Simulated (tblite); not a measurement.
Compound: C6H11FSSi.
SMILES with atom numbers: `[CH3:1][C:2]#[C:3][Si@@H:4]([F:5])[C@H:6]([CH3:7])[S:8][CH3:9]` (hydrogens: H10, H11, H12 on C1; H13 on Si4; H14 on C6; H15, H16, H17 on C7; H18, H19, H20 on C9)

Computed with GFN2-xTB (tblite), gas phase: L-BFGS steps from a force-field or distance-geometry start until the largest atomic force falls under 0.01 eV/Å.

At the end of the run (lengths in Å): Si4–F5 1.620, C9–H18 1.085, C1–C2 1.443, C9–H20 1.085, Si4–C6 1.911, C7–H16 1.089, S8–C9 1.816, C6–S8–C9 102.5°, Si4–C6–S8 112.2°, C3–Si4–F5 107.7°, C2–C3–Si4 178.7°, C3–Si4–C6–C7 -72°, Si4–C6–S8–C9 64°, H14–C6–Si4–C3 50°, H18–C9–S8–C6 -178°.

**Question.** These geometries were met on the way; a selection of coordinates is given. Order them by energy above the end point, lowest first.
A. Si4–F5 1.620, C9–H18 1.086, C1–C2 1.440, C9–H20 1.085, Si4–C6 1.898, C7–H16 1.085, S8–C9 1.853, C6–S8–C9 105.7°, Si4–C6–S8 107.6°, C3–Si4–F5 112.0°, C2–C3–Si4 176.9°, C3–Si4–C6–C7 -118°, Si4–C6–S8–C9 65°, H14–C6–Si4–C3 5°, H18–C9–S8–C6 136°
B. Si4–F5 1.616, C9–H18 1.085, C1–C2 1.442, C9–H20 1.085, Si4–C6 1.912, C7–H16 1.089, S8–C9 1.820, C6–S8–C9 102.4°, Si4–C6–S8 113.5°, C3–Si4–F5 108.4°, C2–C3–Si4 175.6°, C3–Si4–C6–C7 -111°, Si4–C6–S8–C9 58°, H14–C6–Si4–C3 10°, H18–C9–S8–C6 144°
C. Si4–F5 1.617, C9–H18 1.085, C1–C2 1.440, C9–H20 1.086, Si4–C6 1.908, C7–H16 1.088, S8–C9 1.823, C6–S8–C9 104.0°, Si4–C6–S8 109.8°, C3–Si4–F5 109.4°, C2–C3–Si4 174.8°, C3–Si4–C6–C7 -113°, Si4–C6–S8–C9 65°, H14–C6–Si4–C3 10°, H18–C9–S8–C6 139°
D. Si4–F5 1.685, C9–H18 1.136, C1–C2 1.489, C9–H20 1.130, Si4–C6 1.869, C7–H16 1.127, S8–C9 1.797, C6–S8–C9 108.2°, Si4–C6–S8 106.5°, C3–Si4–F5 111.1°, C2–C3–Si4 178.0°, C3–Si4–C6–C7 -118°, Si4–C6–S8–C9 66°, H14–C6–Si4–C3 1°, H18–C9–S8–C6 134°
E. Si4–F5 1.648, C9–H18 1.104, C1–C2 1.453, C9–H20 1.100, Si4–C6 1.885, C7–H16 1.096, S8–C9 1.833, C6–S8–C9 107.7°, Si4–C6–S8 106.5°, C3–Si4–F5 111.6°, C2–C3–Si4 177.5°, C3–Si4–C6–C7 -119°, Si4–C6–S8–C9 65°, H14–C6–Si4–C3 2°, H18–C9–S8–C6 134°

**Answer.** B (0.093 eV), C (0.154 eV), A (0.269 eV), E (0.437 eV), D (0.703 eV).

```tsv
step	E above end (eV)	rms distance from the end, all atoms (Å)	largest force (eV/Å)	rms shift of all bonds from the end (Å)
26	0.093	0.775	0.187	0.002
8	0.154	0.794	0.265	0.003
4	0.269	0.798	0.579	0.012
1	0.437	0.801	1.395	0.014
0	0.703	0.802	1.883	0.032
```

Rows stand in the order of the answer.
